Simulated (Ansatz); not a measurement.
```yaml
crystal:
  periodic: [false, false, false]
  atoms:
    - {symbol: Al, position_ang: [-1.269953, -0.791783, 3.262592]}
    - {symbol: C, position_ang: [-0.832542, -0.663570, -0.984400]}
    - {symbol: Ga, position_ang: [2.232087, 1.278079, -2.750575]}
    - {symbol: H, position_ang: [0.197479, -3.160616, 5.322554]}
    - {symbol: H, position_ang: [-2.782751, 2.300514, 4.919712]}
    - {symbol: H, position_ang: [-2.802842, 0.283199, -1.685448]}
    - {symbol: H, position_ang: [-1.521054, -3.083319, -1.496701]}
    - {symbol: H, position_ang: [4.944958, -0.678632, -3.316915]}
    - {symbol: H, position_ang: [2.074686, 4.455361, -3.475613]}
basis:
  gaussian: {orbitals: cc-pVTZ-DK, final_grid: {core_spheres: 20, valence_spheres: 16, degree: 47}, nuclear_model: gaussian}
hamiltonian: {xc: {name: B97M-V}}
output: {forces: true}
```

```sh
$ ansatz run in.yaml --threads 2 --pin off --events-out ev --progress --plain --max-ram 4352MiB
```

Shortened log:

```
Functional definition: B97M-V
1165 factors; their error is unknown
mean field evaluation 1: about -60586.1455 eV, gradient 3.8e1 eV
mean field evaluation 2: about -60463.5321 eV, gradient 1.6e2 eV
mean field evaluation 4: about -60531.4897 eV, gradient 8.3e1 eV
mean field evaluation 8: about -60599.5584 eV, gradient 4.8e-1 eV
mean field evaluation 16: about -60599.5511 eV, gradient 2.1e-5 eV
mean field -60599.55109358 eV, -2226.9924268382 hartree, gradient 2.1e-5 eV, S^2 0.000000; 6 other end points of the search recorded, 0 dependent functions left out
reference -60599.55121492 eV, -2226.9924312973 hartree; 28, 28 occupied and 163, 163 virtual orbitals, 1165 factors
Total energy: -60599.55121492 eV, -2226.9924312973 hartree
Relativity: scalar
Atom 0 at    -1.269953    -0.791783     3.262592 Å, force     0.137612    -0.171389     0.446128 eV/Å
Atom 1 at    -0.832542    -0.663570    -0.984400 Å, force    -2.411146    -0.620665    -0.998610 eV/Å
Atom 2 at     2.232087     1.278079    -2.750575 Å, force     0.305807     0.271968    -0.233829 eV/Å
Atom 3 at     0.197479    -3.160616     5.322554 Å, force    -0.306058     0.490551    -0.440878 eV/Å
Atom 4 at    -2.782751     2.300514     4.919712 Å, force     0.166238    -0.340118    -0.199815 eV/Å
Atom 5 at    -2.802842     0.283199    -1.685448 Å, force     2.103270    -1.028388     0.744914 eV/Å
Atom 6 at    -1.521054    -3.083319    -1.496701 Å, force     0.480920     1.772858     0.386875 eV/Å
Atom 7 at     4.944958    -0.678632    -3.316915 Å, force    -0.500986     0.348373     0.116560 eV/Å
Atom 8 at     2.074686     4.455361    -3.475613 Å, force     0.024342    -0.723190     0.178656 eV/Å
Dipole moment:    -0.075879    -0.024901     0.016774 e Å
```

In this input the geometry is stretched to more than twice its size. The calculation finished and met its thresholds. The result belongs to that input, not to the molecule as meant.
